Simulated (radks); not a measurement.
All-electron atom: the tellurium ion Te45+ in [He] 2s2 2p3.

Method: Dirac Kohn-Sham, PBE, spin-unpolarised, spherical densities, finite nucleus; open shells are shared between the two j in proportion to 2j + 1; Fermi nuclear charge, rms radius 4.7423 fm; computed with a radial shooting solver on a logarithmic mesh with Libxc functionals.

Energy parts (hartree):
part                       energy
total                 -4320.12668
kinetic                4643.14016
electron-nucleus      -9191.87292
Hartree                 294.23029
exchange-correlation    -65.62421

Orbitals (lengths in bohr, moments of r in powers of bohr; <r^-3> diverges for s and p1/2; r(max) is where P^2 peaks):
orbital  occ.  eigenvalue (hartree)      <r>  <1/r>  <r^-3>   r(max)
1s1/2       2             -1299.421  0.02774  55.68       -  0.01792
2s1/2       2             -297.9966   0.1148  13.52       -  0.09911
2p1/2       1             -290.6947  0.09613  13.45       -  0.07559
2p3/2       2             -279.5198   0.1012  12.46    5409  0.08001
3s1/2       0             -125.7141   0.2693  5.702       -   0.2586
3p1/2       0             -123.2790   0.2528  5.659       -   0.2407
3p3/2       0             -120.1699   0.2600  5.384    1543   0.2482
3d3/2       0             -117.3834   0.2217  5.302   283.4   0.1893
3d5/2       0             -116.5498   0.2241  5.227   262.2   0.1915

The highest occupied level is 2p3/2 at -7606.1 eV. The density falls to 0.001 e/bohr^3 at r = 0.42 bohr. The electron density at the nucleus is 2.245e+05 e/bohr^3.
